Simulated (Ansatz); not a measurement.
A made-up structure of ZnSiH₃F, closed shell:

```xyz
6
angstrom
F 1.2822 -2.7041 1.2243
Zn -0.3218 0.6786 -0.3072
Si 0.6039 -1.2741 0.5767
H -1.5677 0.3543 -1.1340
H 0.6880 1.3879 -1.2118
H -0.7224 1.6373 0.8158
```

It is relaxed with PBE-D4/def2-SVP and then PBE0-D4/def2-TZVP (Ansatz 0.2.0). Atoms count as bonded within 1.22 times the sum of their covalent radii (H–H: 0.88 Å). The end point is not checked to be a true minimum.

(1) Does its bonding change? (Judge from chemistry; the calculation decides.)

Answers

(1) Computed: Yes. Formed: Si3–H4, Si3–H5, Si3–H6; broken: Zn2–Si3, Zn2–H4, Zn2–H5, Zn2–H6.

Where it ends: The first stage lowers the energy by 4.65 eV in 13 steps. It ends as a complex of SiH₃F ([F][SiH3]) + Zn:
F1  (0.840, -1.772, 0.802)
Zn2  (-1.148, 2.421, -1.096)
Si3  (0.205, -0.432, 0.196)
H4  (-0.994, -0.805, -0.593)
H5  (1.223, 0.211, -0.669)
H6  (-0.163, 0.456, 1.324)
(Å)

Labels in which every atom is bracketed show which atoms are joined, not bond orders.

For scale, one of the runs: PBE0-D4/def2-TZVP relaxation, 134 basis functions, launched by `ansatz run in.yaml --threads 2 --pin off --events-out ev --progress --plain --max-ram 4352MiB`. The run took about 22 s on 2 CPU threads of an Arm Neoverse V2 (shared host).
